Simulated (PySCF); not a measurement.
The electron affinity along the 4d series

Calculated with PySCF 2.14 from differences of total energies of unrestricted determinants, without spin-orbit coupling. Values in eV. The last column holds reference values (measured affinities from photodetachment; the arrow runs from anion to atom). Unmarked ones compare directly (S terms, centres of terms, or small fine structure); those marked * lie between the lowest fine-structure levels and include a spin-orbit shift.

| element | configurations | PBE0 | MP2 (valence) | MP2 (valence and next inner shell) | SCS-MP2 (valence and next inner shell) | CCSD (valence) | CCSD(T) (valence) | reference |
| --- | --- | --- | --- | --- | --- | --- | --- | --- |
| Zr (x2c-TZVPPall with one added diffuse shell each of s, p, d, f type, spin-free X2C) | [Kr] 4d3 5s2 → [Kr] 4d2 5s2 | 0.646 | -0.101 | 0.008 | -0.316 | 0.188 | 0.273 | 0.433 * |
| Nb (x2c-TZVPPall with one added diffuse shell each of s, p, d, f type, spin-free X2C) | [Kr] 4d4 5s2 → [Kr] 4d4 5s1 | 0.472 | 0.294 | 0.343 | 0.433 | 0.657 | 0.787 | 0.917 * |
| Mo (x2c-TZVPPall with one added diffuse shell each of s, p, d, f type, spin-free X2C) | [Kr] 4d5 5s2 → [Kr] 4d5 5s1 | 0.338 | 0.197 | 0.232 | 0.320 | 0.520 | 0.626 | 0.747 |
| Tc (x2c-TZVPPall with one added diffuse shell each of s, p, d, f type, spin-free X2C) | [Kr] 4d6 5s2 → [Kr] 4d5 5s2 | 0.715 | 0.070 | 0.060 | 0.056 | 0.171 | 0.304 | n/a |
| Ru (x2c-TZVPPall with one added diffuse shell each of s, p, d, f type, spin-free X2C) | [Kr] 4d7 5s2 → [Kr] 4d7 5s1 | 0.763 | 0.613 | 0.662 | 0.733 | 0.804 | 0.931 | 1.046 * |
| Rh (x2c-TZVPPall with one added diffuse shell each of s, p, d, f type, spin-free X2C) | [Kr] 4d8 5s2 → [Kr] 4d8 5s1 | 0.899 | 0.783 | 0.831 | 0.884 | 0.907 | 1.034 | 1.143 * |
| Pd (x2c-TZVPPall with one added diffuse shell each of s, p, d, f type, spin-free X2C) | [Kr] 4d10 5s1 → [Kr] 4d10 | 0.565 | 0.267 | 0.321 | 0.213 | 0.323 | 0.444 | 0.562 |
| Ag (x2c-TZVPPall with one added diffuse shell each of s, p, d, f type, spin-free X2C) | [Kr] 4d10 5s2 → [Kr] 4d10 5s1 | 1.115 | 1.057 | 1.099 | 1.101 | 1.093 | 1.210 | 1.304 |

```json
{"method": "PBE0", "elements": "3", "mean error (eV)": "-0.199", "mean absolute error (eV)": "0.201", "largest error (eV)": "-0.409"}
{"method": "MP2 (valence)", "elements": "3", "mean error (eV)": "-0.364", "mean absolute error (eV)": "0.364", "largest error (eV)": "-0.550"}
{"method": "MP2 (valence and next inner shell)", "elements": "3", "mean error (eV)": "-0.320", "mean absolute error (eV)": "0.320", "largest error (eV)": "-0.515"}
{"method": "SCS-MP2 (valence and next inner shell)", "elements": "3", "mean error (eV)": "-0.327", "mean absolute error (eV)": "0.327", "largest error (eV)": "-0.427"}
{"method": "CCSD (valence)", "elements": "3", "mean error (eV)": "-0.226", "mean absolute error (eV)": "0.226", "largest error (eV)": "-0.239"}
{"method": "CCSD(T) (valence)", "elements": "3", "mean error (eV)": "-0.111", "mean absolute error (eV)": "0.111", "largest error (eV)": "-0.121"}
```

The highest occupied level of the anion is positive for Zr⁻ at PBE0; Nb⁻ at PBE0; Mo⁻ at PBE0; Tc⁻ at PBE0; Ru⁻ at PBE0; Rh⁻ at PBE0; Pd⁻ at PBE0; Ag⁻ at PBE0, so there the basis helps to hold the electron.

Errors include the incompleteness of the basis and the frozen core.

"Valence" correlates the outer s and p shells and, in groups 3 to 12 and the f block, the outer d or f shell, open or full, or the next shell where the ion has no valence electron left; the wider scheme adds the next inner shell.
